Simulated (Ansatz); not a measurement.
Relaxation of Li₇H₇ with RKS PBE-D4/def2-TZVP.

```sh
$ ansatz run in.yaml --threads 4 --pin off --events-out ev --progress --plain --max-ram 3916MiB
```

```yaml
crystal:
  periodic: [false, false, false]
  atoms:
    - {symbol: Li, position_ang: [2.178880, -0.374460, 1.455550]}
    - {symbol: Li, position_ang: [0.241230, 1.957220, 0.853680]}
    - {symbol: Li, position_ang: [-1.994430, -0.432970, 0.543480]}
    - {symbol: Li, position_ang: [1.255720, 0.764330, -0.919830]}
    - {symbol: Li, position_ang: [-1.503170, 1.530950, -0.797550]}
    - {symbol: Li, position_ang: [-0.909160, -1.177970, -1.424560]}
    - {symbol: Li, position_ang: [0.705190, -1.972290, 0.259320]}
    - {symbol: H, position_ang: [-2.238930, 0.027170, -1.312870]}
    - {symbol: H, position_ang: [0.106160, 2.216980, -1.000820]}
    - {symbol: H, position_ang: [1.889230, -1.966190, 1.495770]}
    - {symbol: H, position_ang: [-1.387090, 1.199160, 1.105180]}
    - {symbol: H, position_ang: [-1.107960, -1.984990, 0.268490]}
    - {symbol: H, position_ang: [0.894480, -0.946710, -1.369870]}
    - {symbol: H, position_ang: [1.869860, 1.159760, 0.844010]}
basis:
  gaussian: {orbitals: def2-TZVP}
hamiltonian: {xc: pbe, dispersion: d4}
scf: {lower_state_search: "off"}
output: {orbitals: {seedname: orbitals}}
relax: {f_tol: 0.02, max_steps: 100}
```

Hardware: 4 threads of Arm Neoverse V1 on a shared host. Wall time 8 s.

Positions (Å) and forces (eV/Å) at steps 1, 2, 3, 4, 7 of 7:

```xyz
14
step=1 energy=-1544.4762 eV
Li    2.179   -0.374    1.456    0.407    0.232    0.409
Li    0.241    1.957    0.854    0.040    0.201    0.238
Li   -1.994   -0.433    0.543   -0.151   -0.142    0.298
Li    1.256    0.764   -0.920    0.192    0.119   -0.343
Li   -1.503    1.531   -0.798   -0.217    0.264   -0.201
Li   -0.909   -1.178   -1.425   -0.108   -0.156   -0.304
Li    0.705   -1.972    0.259   -0.112   -0.430   -0.015
H    -2.239    0.027   -1.313    0.246   -0.064    0.248
H     0.106    2.217   -1.001    0.063   -0.301    0.241
H     1.889   -1.966    1.496   -0.074   -0.086   -0.090
H    -1.387    1.199    1.105    0.104   -0.046   -0.292
H    -1.108   -1.985    0.268    0.084    0.291   -0.238
H     0.894   -0.947   -1.370   -0.167    0.135    0.278
H     1.870    1.160    0.844   -0.306   -0.017   -0.231
14
step=2 energy=-1544.6227 eV
Li    2.286   -0.351    1.569   -0.042    0.095   -0.034
Li    0.253    2.024    0.887   -0.053   -0.230   -0.076
Li   -2.039   -0.461    0.595    0.242    0.054   -0.062
Li    1.344    0.844   -1.025   -0.205   -0.175    0.108
Li   -1.583    1.620   -0.836    0.142   -0.175    0.023
Li   -0.959   -1.247   -1.510    0.068    0.217    0.136
Li    0.702   -2.120    0.265   -0.077    0.196    0.009
H    -2.169    0.013   -1.210   -0.148    0.009   -0.123
H     0.102    2.135   -0.923    0.051    0.192   -0.116
H     1.903   -1.957    1.485    0.041   -0.100    0.038
H    -1.339    1.181    0.967   -0.140    0.129    0.177
H    -1.085   -1.904    0.169   -0.081   -0.238    0.039
H     0.801   -0.876   -1.214    0.083   -0.043   -0.189
H     1.782    1.101    0.782    0.121    0.070    0.071
14
step=3 energy=-1544.7022 eV
Li    2.275   -0.342    1.561    0.065    0.063    0.059
Li    0.243    1.983    0.882   -0.010   -0.051    0.007
Li   -1.994   -0.452    0.586    0.057    0.000    0.032
Li    1.300    0.801   -0.999   -0.029   -0.054   -0.006
Li   -1.551    1.588   -0.828   -0.001   -0.008   -0.032
Li   -0.948   -1.211   -1.494    0.012    0.039   -0.005
Li    0.693   -2.069    0.269   -0.032    0.016   -0.006
H    -2.198    0.017   -1.237    0.005    0.005    0.000
H     0.114    2.161   -0.943    0.019    0.006   -0.006
H     1.905   -1.954    1.494   -0.013   -0.027   -0.011
H    -1.376    1.209    1.019   -0.025    0.030    0.013
H    -1.101   -1.945    0.175   -0.012   -0.038   -0.013
H     0.827   -0.910   -1.283   -0.012    0.021   -0.023
H     1.813    1.123    0.798   -0.024   -0.001   -0.008
14
step=4 energy=-1544.6198 eV rejected
Li    2.366   -0.283    1.671   -0.040   -0.176   -0.005
Li    0.216    1.875    0.924   -0.005    0.114   -0.172
Li   -1.869   -0.450    0.715   -0.049    0.054   -0.257
Li    1.253    0.709   -1.057    0.075    0.274    0.171
Li   -1.564    1.614   -0.947    0.052    0.037    0.230
Li   -0.974   -1.148   -1.572    0.000   -0.160    0.161
Li    0.675   -2.045    0.295    0.105    0.076   -0.091
H    -2.165    0.060   -1.281   -0.109   -0.056    0.081
H     0.123    2.102   -0.963    0.014    0.020    0.068
H     1.919   -1.900    1.512    0.004    0.042   -0.016
H    -1.407    1.252    1.089   -0.073   -0.063   -0.077
H    -1.086   -1.970    0.158   -0.057    0.097   -0.021
H     0.762   -0.875   -1.401    0.030   -0.276    0.036
H     1.752    1.059    0.856    0.052    0.019   -0.107
14
step=7 energy=-1544.7135 eV
Li    2.341   -0.329    1.636   -0.002    0.001    0.001
Li    0.221    1.939    0.886   -0.004   -0.001    0.000
Li   -1.965   -0.428    0.600   -0.002   -0.003   -0.001
Li    1.284    0.750   -0.996    0.002   -0.001   -0.001
Li   -1.562    1.605   -0.850   -0.002    0.000   -0.003
Li   -0.963   -1.204   -1.505    0.006    0.001   -0.003
Li    0.710   -2.021    0.252   -0.002    0.002    0.000
H    -2.196    0.029   -1.236   -0.001    0.000    0.002
H     0.124    2.129   -0.942    0.000    0.000    0.000
H     1.939   -1.936    1.475    0.000   -0.002   -0.003
H    -1.428    1.256    1.021    0.002    0.003    0.001
H    -1.090   -1.930    0.178    0.002    0.001    0.005
H     0.810   -0.928   -1.341   -0.005   -0.002    0.001
H     1.775    1.070    0.821    0.004   -0.001    0.001
```

The structure comes from a short search, and lower isomers may exist.
